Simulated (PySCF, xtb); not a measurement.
HfOF, SMILES [O]=[Hf][F] (connectivity only; charge and spin as stated), neutral, multiplicity 2.

Harmonic wavenumbers (cm⁻¹) from GFN2-xTB (xtb) at its own minimum, in rising order: 107, 413, 745.

Q: What does PBE0-D3(BJ)/def2-TZVP in PySCF give at its own minimum? (The exact figures need the calculation; the answer reports its results.)

A: 217, 633, 960. Paired by order, the mean absolute difference is 181 cm⁻¹ and the zero-point energies are 1.8 and 2.6 kcal/mol.
